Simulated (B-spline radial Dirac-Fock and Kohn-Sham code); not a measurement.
# Kohn-Sham estimates against Dirac-Fock for the levels of Tb³⁺

System: terbium as Tb³⁺, [Xe] 4f7 6s1 (not the ground configuration).

The density-functional columns are spherical, spin-unpolarised Dirac-Kohn-Sham results without Breit or QED terms: −ε is minus the orbital energy of the initial state and ΔSCF the difference of two total energies. The reference in the last column comes from Dirac-Fock ΔSCF + Breit + QED. All numbers are from a radial finite-basis atomic code, in eV; a selection of levels is shown. For the 1s level of heavy atoms much of the gap between ΔSCF and the reference is the Breit and QED part, -227.0 eV here; for other levels the error of the functional can be larger.

```tsv
level	LDA −ε	LDA ΔSCF	Dirac-Fock
1s	51790.2	52258.3	52044.3
2s	8619.3	8705.5	8765.5
2p1/2	8196.9	8306.0	8304.0
2p3/2	7451.3	7549.1	7566.2
3s	1947.3	1974.3	2021.1
3p1/2	1763.0	1791.6	1821.6
3p3/2	1609.2	1635.9	1666.9
3d3/2	1290.2	1321.5	1327.5
3d5/2	1256.6	1287.2	1294.6
4s	420.8	433.8	457.3
4p1/2	348.5	361.3	377.7
4p3/2	313.8	326.2	343.0
4d3/2	194.2	206.3	210.5
4d5/2	187.9	199.8	204.2
4f	44.94	55.50	51.97
5p1/2	62.81	70.07	68.43
5p3/2	57.50	64.46	63.11
6s	25.57	29.05	27.66
```

Values without a named source are computed, but for edge energies of neutral atoms, which are taken from tables.
